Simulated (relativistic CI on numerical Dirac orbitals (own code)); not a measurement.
**V4+: resonant inelastic scattering at the M2,3 edge**

Computed with this model: Dirac-Coulomb-Breit CI, separate exchange-only KLI orbitals for each configuration, model QED, Kramers-Heisenberg scattering through one core-hole configuration in a parametric crystal field, unscaled Slater integrals; configurations [Ar] 3d → [Ne] 3s2 3p5 3d2; 80 K; core-hole width 1.2 eV; summed over polarisations. Incident energies are the highest absorption maxima for each field (at most a few, so the weaker spin-orbit partner edge can be absent), on the computed scale of the free ion. Intensities are in per cent of the strongest line above 0.02 eV; levels within 1 cm⁻¹ are merged; final levels count from the ground level, the first row holds all elastic scattering, lines under 0.4 are left out and each table stops after 24 rows. The scale of the Slater integrals is a model choice and moves the terms in proportion.

Field parameters in Wybourne normalisation: D3d B²₀ = −7Dσ, B⁴₀ = −14Dq − 21Dτ, B⁴₃ = −14√(10/7) Dq; Oh B⁴₀ = 21Dq, B⁴₄ = √(5/14) B⁴₀. The field is a parameter set, without covalency.

S is read from ⟨S²⟩ = S(S + 1).

D3d, 10Dq = 13650, Dσ = -820, Dτ = -180 cm⁻¹:

```csv
Final level (eV),Degeneracy,Irrep,S,53.1 eV,58.8 eV
0.000,2,Γ5+Γ6,0.50,178.6,187.8
0.033,2,Γ4,0.50,11.9,66.8
0.476,2,Γ4,0.50,17.1,100.0
1.783,2,Γ4,0.50,29.3,39.2
1.787,2,Γ5+Γ6,0.50,31.3,22.8
```

Oh, 10Dq = 21000 cm⁻¹:

```csv
Final level (eV),Degeneracy,Irrep,S,53.5 eV,58.7 eV,60.8 eV
0.000,4,Γ8,0.50,246.0,372.0,55.4
0.044,2,Γ7,0.50,18.0,75.4,9.9
2.619,4,Γ8,0.50,61.0,100.0,96.9
```

D3d, 10Dq = 14500, Dσ = -560, Dτ = -300 cm⁻¹:

| Final level (eV) | Degeneracy | Irrep | S | 53.2 eV | 58.8 eV |
| --- | --- | --- | --- | --- | --- |
| 0.000 | 2 | Γ5+Γ6 | 0.50 | 164.7 | 180.9 |
| 0.029 | 2 | Γ4 | 0.50 | 12.5 | 68.8 |
| 0.472 | 2 | Γ4 | 0.50 | 20.0 | 100.0 |
| 1.822 | 2 | Γ4 | 0.50 | 28.7 | 34.4 |
| 1.822 | 2 | Γ5+Γ6 | 0.50 | 32.6 | 23.4 |

For the first field the strongest loss at the lowest incident energy is the level at 1.79 eV (S = 0.50, against 0.50 in the thermal ground state).
